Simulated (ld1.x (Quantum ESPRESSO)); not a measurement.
**Scattering properties, PAW potential for Eu (Z = 63)**

ld1.x (Quantum ESPRESSO) 7.5 input, shortened:

```
&input
   title='Eu', zed=63., rel=1, dft='PBE', iswitch=3,
   config='[Xe] 4f7 5d0 6s2 6p0'
 /
 &inputp
   pseudotype=3, lpaw=.true., tm=.true., lloc=-1, rcloc=2.65,
   nlcc=.true., new_core_ps=.true., rcore=0.80,
   which_augfun='GAUSS', rmatch_augfun=1.25
 /
8
5S  1  0   2.00   0.00  1.80  2.10  0.0
6S  2  0   2.00   0.00  1.80  2.10  0.0
5P  2  1   6.00   0.00  2.25  2.50  0.0
6P  3  1   0.00   0.00  2.25  2.50  0.0
5D  3  2   0.00   0.00  2.55  2.95  0.0
5D  3  2   0.00   0.40  2.55  2.95  0.0
4F  4  3   7.00   0.00  1.30  1.65  0.0
4F  4  3   0.00   1.90  1.30  1.65  0.0
 &test
   configts(1)='4f7 5s2 5p6 5d0 6s2 6p0'
 /
```

The phase is arctan(r·u′/u) with u = r·R(r), unwrapped; energies in Ry, scanned from -5 to 5 Ry. A pole is an energy at which the radial function vanishes at the test radius. The pseudo phase is shifted by a multiple of π to meet the all-electron one at the reference energy, and phase errors are pseudo minus all-electron; the curves can meet again beyond the range given. Levels narrower than the energy grid can be missing from the lists of poles.

| channel | radius (bohr) | reference energy (Ry) | poles, all-electron | poles, pseudo | unbroken range about the reference energy with phases within 0.05 rad | phase error 1 Ry above the reference energy (rad) |
| --- | --- | --- | --- | --- | --- | --- |
| s | 3.20 | -0.27 | -3.26, 1.85 | -3.26, 0.80, 1.75 | below 0.7 | +0.104 |
| p | 3.20 | -0.09 | -1.65, 2.99 | -1.65, 2.49 | below 2.4 | -0.036 |
| d | 3.20 | -0.11 | 0.51 | 0.51, 4.11 | below 3.5 | +0.000 |
| f | 3.20 | -0.20 | -0.17, 2.96 | -0.17, 2.99 | below 4.3 | +0.003 |

The ghost test of this file was not conclusive. Its overlap operator is not positive definite in a basis up to 400 Ry (lowest eigenvalue s -0.64), so the file is unfit for use: the generalised eigenproblem breaks down once the basis is large enough, and its test numbers describe a broken file.

Phases in the f channel:

| E (Ry) | all-electron | pseudo |
| --- | --- | --- |
| -5.00 | 1.438 | 1.438 |
| -4.48 | 1.432 | 1.432 |
| -3.96 | 1.424 | 1.424 |
| -3.44 | 1.415 | 1.415 |
| -2.92 | 1.404 | 1.404 |
| -2.40 | 1.390 | 1.390 |
| -1.88 | 1.372 | 1.373 |
| -1.36 | 1.347 | 1.348 |
| -0.84 | 1.308 | 1.308 |
| -0.32 | 1.161 | 1.161 |
| 0.20 | -1.911 | -1.910 |
| 0.72 | -2.125 | -2.122 |
| 1.24 | -2.918 | -2.911 |
| 1.76 | -4.223 | -4.223 |
| 2.28 | -4.556 | -4.555 |
| 2.80 | -4.684 | -4.681 |
| 3.32 | -4.767 | -4.760 |
| 3.84 | -4.851 | -4.832 |
| 4.36 | -4.987 | -4.925 |
| 4.88 | -5.449 | -5.110 |
